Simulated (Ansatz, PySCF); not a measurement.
C₃H₇BFN, SMILES C=C(C)B(N)F. Atoms are numbered in the order given.

```xyz
13

C     -1.6167    -1.0075     0.2292
C     -0.7954     0.0457     0.0787
C     -1.3193     1.4614     0.0470
B      0.7463    -0.2064    -0.0680
N      1.6740     0.8310    -0.2320
F      1.2197    -1.4694    -0.0375
H     -1.2264    -2.0291     0.2507
H     -2.7019    -0.8907     0.3357
H     -1.0592     1.9623    -0.9026
H     -0.8748     2.0698     0.8547
H     -2.4137     1.5037     0.1592
H      1.4162     1.8080    -0.2671
H      2.6679     0.6579    -0.3260
```
Charge 0, spin multiplicity 1.

Geometry optimised at B3LYP-D3(BJ)/def2-SVP. This is a generated structure with no PubChem entry under its InChIKey; it may be hypothetical. One conformer was computed; it need not be the lowest.

Two levels are set side by side: PBE-D3(BJ)/def2-SVP (Ansatz, a program for electronic structure) and B3LYP-D3(BJ)/def2-SVP (Ansatz). Each level has its own optimised geometry; the coordinates shown are those of the second. Frequencies come from the Hessian of PySCF at each geometry. Differences are taken from unrounded values.

| quantity | B3LYP-D3(BJ) |
|---|---|
| mean bond length (Å) | 1.225 |
| bond C1–C2 (Å) | 1.344 |
| bond C2–C3 (Å) | 1.510 |
| bond C2–B4 (Å) | 1.569 |
| bond B4–N5 (Å) | 1.401 |
| bond B4–F6 (Å) | 1.349 |
| bond C1–H7 (Å) | 1.094 |
| bond C1–H8 (Å) | 1.097 |
| bond C3–H9 (Å) | 1.105 |
| bond C3–H10 (Å) | 1.105 |
| bond C3–H11 (Å) | 1.101 |
| bond N5–H12 (Å) | 1.011 |
| bond N5–H13 (Å) | 1.013 |
| highest harmonic wavenumber (cm⁻¹) | 3710 |
| mean harmonic wavenumber (cm⁻¹) | 1388 |
| zero-point energy (kcal/mol) | 65.47 |

**Question.** What does PBE-D3(BJ) give, and how far is it from B3LYP-D3(BJ)? (Estimate from the structure and the level; the computed values follow.)

**Answer.** 
| quantity | PBE-D3(BJ) | PBE-D3(BJ) minus B3LYP-D3(BJ) |
|---|---|---|
| mean bond length (Å) | 1.232 | 0.007 |
| bond C1–C2 (Å) | 1.353 | 0.009 |
| bond C2–C3 (Å) | 1.510 | 0.000 |
| bond C2–B4 (Å) | 1.573 | 0.004 |
| bond B4–N5 (Å) | 1.409 | 0.007 |
| bond B4–F6 (Å) | 1.358 | 0.008 |
| bond C1–H7 (Å) | 1.102 | 0.008 |
| bond C1–H8 (Å) | 1.105 | 0.008 |
| bond C3–H9 (Å) | 1.112 | 0.008 |
| bond C3–H10 (Å) | 1.112 | 0.008 |
| bond C3–H11 (Å) | 1.109 | 0.008 |
| bond N5–H12 (Å) | 1.018 | 0.007 |
| bond N5–H13 (Å) | 1.020 | 0.007 |
| highest harmonic wavenumber (cm⁻¹) | 3638 | -72 |
| mean harmonic wavenumber (cm⁻¹) | 1351 | -37 |
| zero-point energy (kcal/mol) | 63.74 | -1.73 |

GGA bonds tend to be longer and softer than those of functionals with exact exchange. Differences between two approximate levels are no errors against the true value.
